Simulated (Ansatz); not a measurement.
Cartesian coordinates (Å):
```xyz
5

Ti     0.0027    -0.0176    -0.0128
Cl    -1.9538     0.6314    -0.7645
F      0.9453     1.3578     0.4765
F     -0.2041    -1.0640     1.3587
F      0.8566    -0.8765    -1.2587
```
Charge 0, spin multiplicity 1.

These are frozen-core CCSD(T)/def2-TZVPP // TPSS-D3(BJ)/def2-SVP in Ansatz (a program for electronic structure) values and carry that method's errors.

```json
{
 "HF energy": "-1606.64750 Ha",
 "MP2 correlation energy": "-1.36866 Ha"
}
```

Estimate the CCSD correlation energy, the (T) correction, the total energy and the T1 diagnostic.


- CCSD correlation energy = -1.37128 Ha
- (T) correction = -0.06326 Ha
- CCSD(T) total energy = -1608.08203 Ha
- T1 diagnostic = 0.024
